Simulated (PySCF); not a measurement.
B$_{4}$H$_{6}$, B$_{3}$H$_{6}$N, CH$_{6}$B$_{2}$O, B$_{2}$H$_{7}$NSi (calculated)

Computed with PySCF 2.14.0. Calculation on a computer-drawn molecule: optimised geometry and harmonic frequencies of an isolated molecule of the commonest isotopes, restricted reference for singlets and unrestricted otherwise, frozen core in MP2.

Common to all runs: charge 0; multiplicity 1; method HF.

```yaml
- entry: 1
  formula: B4H6
  start_structure:
    atoms_angstrom:
      - [B, -2.3636, 2.2249, 1.0497]
      - [B, -1.2346, 1.2794, 1.5718]
      - [B, 0.1119, 1.9669, 2.2469]
      - [B, 1.4019, 2.3635, 1.3612]
      - [H, -2.4014, 2.6987, -0.0928]
      - [H, -3.2889, 2.5829, 1.7436]
      - [H, -1.1878, 0.1344, 1.5206]
      - [H, 0.0901, 2.1161, 3.3807]
      - [H, 1.5287, 3.375, 0.8547]
      - [H, 2.2991, 1.6121, 1.1609]
  given:
    basis: cc-pVDZ
    drawn_bonds_atom: [1, 2, 3, 1, 1, 2, 3, 4, 4]
    drawn_bonds_other_atom: [2, 3, 4, 5, 6, 7, 8, 9, 10]
    drawn_bonds_order: [1, 1, 1, 1, 1, 1, 1, 1, 1]
  results:
    optimised_atom_element: [B, B, B, B, H, H, H, H, H, H]
    "optimised_atom_x [angstrom]": [-2.561, -1.242, 0.1844, 1.587, -2.652, -3.465, -1.328, 0.203, 1.771, 2.459]
    "optimised_atom_y [angstrom]": [2.238, 1.362, 1.964, 2.364, 2.572, 2.548, 0.1555, 2.115, 3.478, 1.558]
    "optimised_atom_z [angstrom]": [1.011, 1.562, 2.204, 1.374, -0.1424, 1.741, 1.503, 3.405, 0.9593, 1.18]
    "modes_frequency [cm^-1]": [113.2, 176.8, 206.8, 359.3, 368.8, 481.5, 594.8, 662.9, 674.3, 682.8, 856.3, 933.3, 981.1, 1016, 1073, 1160, 1263, 1274, 2625, 2631, 2654, 2661, 2719, 2720]
    "modes_reduced_mass [dalton]": [2.591, 1.883, 1.559, 1.229, 1.377, 1.083, 1.22, 3.026, 1.104, 1.116, 2.336, 1.645, 2.09, 1.763, 1.482, 2.41, 1.247, 1.37, 1.085, 1.083, 1.059, 1.064, 1.12, 1.121]
    "rotational_constants [GHz]": [19.62, 3.482, 3.266]
    "total_energy [hartree]": -102.1352
    "convergence_status_largest_gradient_component [hartree/bohr]": 3.804e-05
- entry: 2
  formula: B3H6N
  start_structure:
    atoms_angstrom:
      - [B, -0.1, -0.1056, -2.5615]
      - [B, 0.1118, 1.5078, -2.2928]
      - [B, 1.3155, 2.0062, -1.2627]
      - ["N", 1.1985, 2.1113, 0.1189]
      - [H, 0.4741, -0.6812, -3.384]
      - [H, -0.7402, -0.7708, -1.9792]
      - [H, -0.5671, 2.2509, -2.6995]
      - [H, 2.3412, 2.2574, -1.7655]
      - [H, 1.9803, 2.3657, 0.7413]
      - [H, 0.3955, 1.8436, 0.6114]
  given:
    basis: cc-pVDZ
    drawn_bonds_atom: [1, 2, 3, 1, 1, 2, 3, 4, 4]
    drawn_bonds_other_atom: [2, 3, 4, 5, 6, 7, 8, 9, 10]
    drawn_bonds_order: [1, 1, 1, 1, 1, 1, 1, 1, 1]
  results:
    optimised_atom_element: [B, B, B, "N", H, H, H, H, H, H]
    "optimised_atom_x [angstrom]": [-0.1251, 0.1318, 1.358, 1.252, 0.4425, -0.8956, -0.5892, 2.408, 1.99, 0.437]
    "optimised_atom_y [angstrom]": [-0.1807, 1.425, 2.008, 2.135, -0.7153, -0.8649, 2.243, 2.344, 2.499, 1.893]
    "optimised_atom_z [angstrom]": [-2.639, -2.239, -1.202, 0.1834, -3.556, -2.012, -2.766, -1.7, 0.7502, 0.7064]
    "modes_frequency [cm^-1]": [106.1, 188.0, 232.9, 410.2, 503.4, 537.5, 576.3, 677.2, 802.4, 856.8, 948.0, 989.5, 1019, 1108, 1213, 1270, 1414, 1762, 2618, 2627, 2649, 2704, 3813, 3911]
    "modes_reduced_mass [dalton]": [2.565, 1.891, 1.471, 1.482, 1.117, 1.197, 1.381, 2.835, 1.227, 1.356, 1.597, 1.363, 1.646, 1.673, 1.634, 1.3, 3.573, 1.201, 1.087, 1.084, 1.068, 1.119, 1.051, 1.099]
    "rotational_constants [GHz]": [21.08, 3.582, 3.381]
    "total_energy [hartree]": -131.9861
    "convergence_status_largest_gradient_component [hartree/bohr]": 2.253e-05
- entry: 3
  formula: CH6B2O
  start_structure:
    atoms_angstrom:
      - [B, -1.213, -0.3414, -0.9107]
      - [B, -0.447, -1.7737, -0.5659]
      - [C, -1.2028, -2.8984, 0.211]
      - [O, -2.5109, -2.7589, 0.6813]
      - [H, -1.8883, -0.1498, -1.8559]
      - [H, -1.1443, 0.6366, -0.1572]
      - [H, 0.6949, -1.9236, -0.8148]
      - [H, -0.6179, -3.2403, 1.0347]
      - [H, -1.1402, -3.7504, -0.5137]
      - [H, -2.9908, -2.3815, -0.0108]
  given:
    basis: cc-pVDZ
    drawn_bonds_atom: [1, 2, 3, 1, 1, 2, 3, 3, 4]
    drawn_bonds_other_atom: [2, 3, 4, 5, 6, 7, 8, 9, 10]
    drawn_bonds_order: [1, 1, 1, 1, 1, 1, 1, 1, 1]
  results:
    "rotational_constants [GHz]": null
    "total_energy [hartree]": null
- entry: 4
  formula: B2H7NSi
  start_structure:
    atoms_angstrom:
      - [B, -0.7047, -1.2404, -2.3831]
      - [B, -0.3564, -0.164, -1.1679]
      - ["N", 0.6124, -0.3224, -0.1624]
      - [Si, 0.9467, 0.7598, 1.1513]
      - [H, -1.5513, -2.0787, -2.2288]
      - [H, -0.1537, -1.2144, -3.4511]
      - [H, -0.9894, 0.8462, -1.134]
      - [H, 1.0174, -1.1883, -0.1819]
      - [H, 1.0872, 2.1385, 0.6309]
      - [H, -0.0451, 0.6463, 2.1682]
      - [H, 2.2356, 0.2703, 1.6518]
  given:
    basis: "cc-pV(D+d)Z"
    drawn_bonds_atom: [1, 2, 3, 1, 1, 2, 3, 4, 4, 4]
    drawn_bonds_other_atom: [2, 3, 4, 5, 6, 7, 8, 9, 10, 11]
    drawn_bonds_order: [1, 1, 1, 1, 1, 1, 1, 1, 1, 1]
  results:
    "total_energy [hartree]": null
    "rotational_constants [GHz]": null
```

## Withheld values
1. Estimate the rotational constants of CH$_{6}$B$_{2}$O (entry 3).
2. Give the missing total energy for CH$_{6}$B$_{2}$O (entry 3).
3. Give the table of modes values for CH$_{6}$B$_{2}$O (entry 3).
4. Estimate the total energy of B$_{2}$H$_{7}$NSi (entry 4).
5. What rotational constants does the calculation give for B$_{2}$H$_{7}$NSi (entry 4)?

Calculated values
1. 13.71, 5.244, 4.059 GHz
2. -165.5412 hartree
3. 
Modes:
```csv
frequency (cm⁻¹),reduced mass (dalton)
117.4,3.535
160,1.61
269.2,1.061
332.4,1.059
496.6,1.72
512.2,1.665
643.2,1.304
761.2,2.997
858.5,1.495
1001,1.8
1024,1.686
1162,3.262
1210,1.672
1233,1.062
1294,1.608
1440,1.426
1489,1.236
1537,1.073
2646,1.068
2665,1.082
2717,1.119
3135,1.066
3178,1.093
4153,1.067
```
4. -396.8552 hartree
5. 29.48, 2.291, 2.219 GHz

Further results for CH$_{6}$B$_{2}$O (entry 3):

| Property | Result |
| --- | --- |
| convergence status largest gradient component | 2.029e-05 hartree/bohr |

Optimised structure:
```xyz
10
CH6B2O
B     -1.1938    -0.2589    -0.8518
B     -0.4635    -1.7604    -0.5999
C     -1.1889    -2.9149     0.1968
O     -2.5175    -2.6466     0.6057
H     -1.8904    -0.0399    -1.8099
H     -1.0429     0.6497    -0.0785
H      0.6535    -1.9920    -0.9935
H     -0.6095    -3.0701     1.1156
H     -1.1222    -3.8733    -0.3370
H     -3.0849    -2.6750    -0.1494
```

Further results for B$_{2}$H$_{7}$NSi (entry 4):

| Property | Result |
| --- | --- |
| convergence status largest gradient component | 1.832e-05 hartree/bohr |

Optimised structure:
```xyz
11
B2H7NSi
B     -0.7151    -1.2566    -2.4339
B     -0.2584    -0.1128    -1.2552
N      0.4584    -0.3917    -0.0690
Si     0.9569     0.7260     1.1770
H     -1.7791    -1.8205    -2.3968
H     -0.0161    -1.5100    -3.3820
H     -0.5729     1.0407    -1.4459
H      0.7177    -1.3496     0.0861
H      0.5011     2.0765     0.8011
H      0.3752     0.3394     2.4838
H      2.4309     0.7115     1.3276
```

Modes:
```csv
frequency (cm⁻¹),reduced mass (dalton)
45.57,1.215
127.9,2.487
183.3,2.905
239,1.104
330.3,3.388
506.9,1.199
675.5,1.891
740.7,1.149
775.2,1.381
816.2,1.321
859,4.169
980.7,1.451
1022,1.065
1025,1.543
1038,1.142
1064,1.07
1160,1.349
1264,1.366
1311,1.46
1508,2.247
2296,1.05
2313,1.032
2351,1.037
2615,1.084
2650,1.063
2704,1.12
3775,1.075
```
